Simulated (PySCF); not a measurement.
**Argon: a sound run and one with changed settings**

Sound run: Ar⁺ [Ne] 3s2 3p5, Ar²⁺ [Ne] 3s2 3p4. Calculation: PySCF 2.14, in def2-TZVP (5s5p2d1f, 37 functions); no relativity, point nucleus. The sound run starts from symmetry-adapted Hartree-Fock orbitals and uses a fine grid where one is needed.

A second run was set up differently.

```tsv
species	method	sound run (hartree)	changed run (hartree)	converged
Ar⁺	UHF	-526.26721	-526.26699	no
Ar⁺	B3LYP	-526.96995	-526.96991	no
Ar⁺	PBE0	-526.79414	-526.79408	no
Ar²⁺	UHF	-525.29800	-525.29783	no
Ar²⁺	B3LYP	-525.95112	-525.95111	no
Ar²⁺	PBE0	-525.77911	-525.77909	no
```

Problem. What was changed?
A. minimal basis
B. basis contracted for another Hamiltonian
C. angular grid far too coarse
D. too few SCF iterations

Solution. D. It used initial guess sap, at most 3 SCF cycles. The SCF was stopped early; the energies are upper bounds that still move, and correlated levels were skipped or rest on poor orbitals.
